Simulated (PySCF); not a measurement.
**Ionisation energy of Sr³⁴⁺ by level of theory**

Sr³⁴⁺ [He] 2s2 (1S) → Sr³⁵⁺ [He] 2s1 (2S), as a difference of total energies. Computed with PySCF 2.14 in an uncontracted even-tempered set (17 s from 13 bohr⁻², ratio 2.2; 8 p from 19 bohr⁻², ratio 2.4; 5 d from 58 bohr⁻², ratio 2.4; 5 f from 87 bohr⁻², ratio 2.4; 4 g from 130 bohr⁻², ratio 2.4), with no relativity, point nucleus. Correlated levels: nothing frozen; virtual orbitals above 40 to 60 times the deepest correlated orbital energy dropped. The calculations carry no spin-orbit coupling.

```json
{"method": "UHF", "ionisation energy (eV)": "4357.1"}
{"method": "LDA", "ionisation energy (eV)": "4355.1"}
{"method": "PBE", "ionisation energy (eV)": "4361.4"}
{"method": "PBE0", "ionisation energy (eV)": "4360.7"}
{"method": "r2SCAN", "ionisation energy (eV)": "4356.3"}
{"method": "PW91", "ionisation energy (eV)": "4362.0"}
{"method": "revPBE", "ionisation energy (eV)": "4361.5"}
{"method": "MP2 (all electrons)", "ionisation energy (eV)": "4363.9"}
{"method": "SCS-MP2 (all electrons)", "ionisation energy (eV)": "4365.3"}
```

Question: How much does correlation contribute at MP2 (all electrons)?

Answer: 4363.9 − (4357.1) = 6.8 eV, measured against UHF.

The gap to the reference is mostly relativistic.

For comparison: 4465 ± 4 eV (semi-empirical (NIST evaluation); NIST Atomic Spectra Database, ionization energies).
